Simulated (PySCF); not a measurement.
Potential energy curve for PH, triplet.

ROHF/cc-pVDZ (PySCF); UHF/cc-pVDZ (PySCF); UKS-CAM-B3LYP = PySCF with unrestricted CAM-B3LYP/cc-pVDZ.

Magnitude of the dipole moment (D; its direction can reverse along the curve, and a method can change to another solution) and Mulliken charge of the fragment that holds P1:

```tsv
R / Å	μ ROHF	q ROHF	μ UHF	q UHF	μ UKS-CAM-B3LYP	q UKS-CAM-B3LYP
1.15	0.98	0.09	0.99	0.09	0.90	0.08
1.21	0.91	0.05	0.92	0.06	0.84	0.05
1.29	0.81	0.03	0.81	0.03	0.74	0.02
1.34	0.74	0.02	0.74	0.02	0.68	0.01
1.38	0.68	0.02	0.68	0.02	0.62	0.01
1.43	0.59	0.01	0.60	0.02	0.55	0.00
1.48	0.51	0.02	0.52	0.02	0.48	0.00
1.53	0.42	0.02	0.43	0.02	0.40	0.01
1.58	0.33	0.02	0.34	0.03	0.32	0.01
1.67	0.15	0.03	0.18	0.04	0.17	0.02
1.78	0.08	0.05	0.02	0.05	0.01	0.03
1.91	0.36	0.07	0.15	0.04	0.23	0.04
```

The scan ran from 1.15 to 5.77 Å; beyond the distances shown one of the unrestricted levels run for this scan, shown here or not, changes its spin distribution in one step. The unrestricted determinant behind UHF is spin-contaminated at 1.91 Å (<S²> up to 2.2, against 2.00 for a pure triplet).
